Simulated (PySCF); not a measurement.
## Electric field gradients and quadrupole coupling constants

Compound: C7H8F3N.
Structure used (GFN2-xTB), in Å, numbered top down from 1:
```xyz
19
C7H8F3N angstrom
C     -1.2509   -1.5964    0.4270
C     -0.8795   -0.3947    0.0190
C     -1.5082    0.8635    0.5662
C     -2.2683    1.5139   -0.4738
N     -2.8596    2.0106   -1.3162
C      0.1849   -0.1963   -1.0336
C      1.5891   -0.5437   -0.5206
C      2.0377    0.3702    0.6014
F      1.9032    1.6714    0.2980
F      3.3314    0.1823    0.9055
F      1.3539    0.1812    1.7419
H     -0.8113   -2.4922    0.0221
H     -2.0059   -1.7379    1.1802
H     -2.1762    0.6331    1.3991
H     -0.7406    1.5616    0.9141
H     -0.0238   -0.8448   -1.8866
H      0.1747    0.8362   -1.3885
H      1.6198   -1.5648   -0.1370
H      2.3199   -0.4439   -1.3253
```

Field gradients from the PBE0/pcSseg-1 density (PySCF, non-relativistic), principal values in atomic units, ordered |Vxx| ≤ |Vyy| ≤ |Vzz|:

```tsv
atom	Vxx	Vyy	Vzz
N5	0.4540	0.5136	-0.9677
```

Find the asymmetry η = (Vxx − Vyy)/Vzz and the couplings χ = eQV/h (234.96 MHz × Q in barn × V in au), with Q(14N) = 0.02044 b.

```csv
atom,environment,nucleus,η,χzz (MHz),χxx (MHz),χyy (MHz)
N5,nitrile nitrogen,14N,0.06,-4.647,2.181,2.467
```

What is Vzz at N5 in SI units (1 au = 9.71736 × 10²¹ V/m²)?

-0.9677 au = -9.403 × 10²¹ V/m².

What couplings would deuterons (Q(2H) = 0.00286 b) have in place of the hydrogens, at this geometry?

| atom | bonded to | bond length (Å) | Vzz (au) | η | χzz (kHz) |
| --- | --- | --- | --- | --- | --- |
| H12 | C1 | 1.077 | 0.3366 | 0.06 | 226 |
| H13 | C1 | 1.076 | 0.3380 | 0.06 | 227 |
| H14 | C3 | 1.092 | 0.2985 | 0.03 | 201 |
| H15 | C3 | 1.094 | 0.2916 | 0.02 | 196 |
| H16 | C6 | 1.092 | 0.3019 | 0.02 | 203 |
| H17 | C6 | 1.092 | 0.2949 | 0.05 | 198 |
| H18 | C7 | 1.091 | 0.2984 | 0.04 | 201 |
| H19 | C7 | 1.092 | 0.2984 | 0.04 | 201 |

Geometry: GFN2-xTB, one conformer, isolated molecule. GFN2-xTB bond lengths can be off by several hundredths of an ångström, more for odd bonds, and the gradients follow them. These gradients aren't converged with respect to the basis.

These values come from a run that also computed NMR shieldings. Hardware: one thread, Arm Neoverse V1, no GPU, on a shared host. Cost: 48 s of wall time.
